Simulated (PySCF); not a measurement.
A structure optimised at PBE0-D3(BJ)/def2-SVP, used in a PySCF frequency run:

```
Si
H 1 1.4909
H 1 1.4909 2 113.56
Si 1 2.3370 2 118.33 3 -145.39
H 4 1.4909 1 118.33 2 0.00
H 4 1.4909 5 113.56 1 -145.39
Si 1 2.3370 2 118.33 3 145.39
H 7 1.4909 1 118.33 2 0.00
H 7 1.4909 8 113.56 1 145.39
```

Write its SMILES, formula and point group.

[SiH2]1[SiH2][SiH2]1, H6Si3, D3h

What are its rotational constants (standard atomic weights)?

5.0391, 5.0391, 2.7804 GHz
